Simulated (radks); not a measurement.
Eu22+, configuration [Kr] 4d5.

All-electron calculation, Dirac Kohn-Sham, relativistic LDA (MacDonald-Vosko exchange, VWN5 correlation), spin-unpolarised, spherical densities, finite nucleus; open shells fill j = l - 1/2 first; Fermi nuclear charge, rms radius 5.1115 fm. Program: a radial shooting solver on a logarithmic mesh with Libxc functionals.

Energy parts (hartree):
| part | energy |
|---|---|
| total | -10622.7093 |
| kinetic | 11529.9848 |
| electron-nucleus | -25078.6752 |
| Hartree | 3119.1933 |
| exchange-correlation | -193.2122 |

Orbitals (lengths in bohr, moments of r in powers of bohr; <r^-3> diverges for s and p1/2):
orbital  occ.  eigenvalue (hartree)      <r>  <r^-3>      <r^2>
1s1/2       2             -1787.599  0.02241       -  0.0006848
2s1/2       2             -313.4925  0.09490       -    0.01069
2p1/2       2             -298.9668  0.07928       -   0.007764
2p3/2       4             -275.4147  0.08597    9316   0.008997
3s1/2       2             -86.88343   0.2489       -    0.07087
3p1/2       2             -80.57964   0.2382       -    0.06593
3p3/2       4             -75.72197   0.2508    1984    0.07285
3d3/2       4             -64.77454   0.2222   333.6    0.05800
3d5/2       6             -63.70815   0.2261   298.0    0.05992
4s1/2       2             -33.65657   0.5337       -     0.3203
4p1/2       2             -31.11936   0.5377       -     0.3272
4p3/2       4             -29.82760   0.5592   534.6     0.3536
4d3/2       4             -25.58549   0.5639   83.53     0.3638
4d5/2       1             -25.32162   0.5702   74.32     0.3717

The highest occupied level is 4d5/2 at -689.04 eV. The electron density at the nucleus is 5.718e+05 e/bohr^3. Summed over all electrons, <r^2> = 5.767 bohr^2, which gives a Langevin (diamagnetic) susceptibility term of -4.57 x 10^-6 cm^3/mol.
